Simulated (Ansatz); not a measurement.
Abridged output of a molecular run in Ansatz:

```
Functional definition: HF
1346 factors; integrals over basis functions are off by at most 7.1e-4 eV
mean field evaluation 1: about -76616.2703 eV, gradient 1.2e1 eV
mean field evaluation 2: about -76616.3081 eV, gradient 1.2e1 eV
mean field evaluation 4: about -76616.9600 eV, gradient 2.2e0 eV
mean field evaluation 8: about -76616.9713 eV, gradient 9.8e-2 eV
mean field -76616.97134401 eV, -2815.6217640438 hartree, gradient 1.8e-6 eV, S^2 0.000000; 0 other end points of the search recorded, 0 dependent functions left out
14 core orbitals not correlated: weight in the atoms' cores, before any rotation towards them, 1.000 or more for the frozen orbitals, at most 0.000 for the correlated occupied ones
reference -76616.97134401 eV, -2815.6217640438 hartree; 11, 11 occupied and 194, 194 virtual orbitals, 1346 factors
second order -18.51286914 eV of doubles, -0.00000000 eV of singles
cycle   1  -18.06180113 eV  change    4.5e-1 eV  update   6.5e-2
cycle   2  -18.43375837 eV  change   -3.7e-1 eV  update   1.9e-2
cycle   3  -18.44297866 eV  change   -9.2e-3 eV  update   7.3e-3
cycle   4  -18.43503515 eV  change    7.9e-3 eV  update   2.0e-3
cycle   5  -18.43608755 eV  change   -1.1e-3 eV  update   9.5e-4
cycle   6  -18.43637503 eV  change   -2.9e-4 eV  update   2.5e-4
cycle   7  -18.43620277 eV  change    1.7e-4 eV  update   7.7e-5
cycle   8  -18.43618390 eV  change    1.9e-5 eV  update   2.7e-5
perturbative correction -0.43370769 eV, -0.0159384638 hartree
Total energy: -76635.84123560 eV, -2816.3152197695 hartree
```

Its atoms:

Cartesian coordinates in Å:
```
Al 0.147 -0.086 -0.105
Br -1.514 0.882 1.078
H 1.626 0.157 0.382
H -0.259 -0.953 -1.356
```

Q: Which basis set was used?
A. def2-TZVPPD
B. def2-QZVPP
C. def2-SVPD
D. cc-pV(T+d)Z

A: B. It gives 219 functions.

Q: Write the keys of the input that set method, charge and spin (a neutral closed shell needs none for the last two).

A: 
```yaml
correlation: {method: ccsd_t}
```
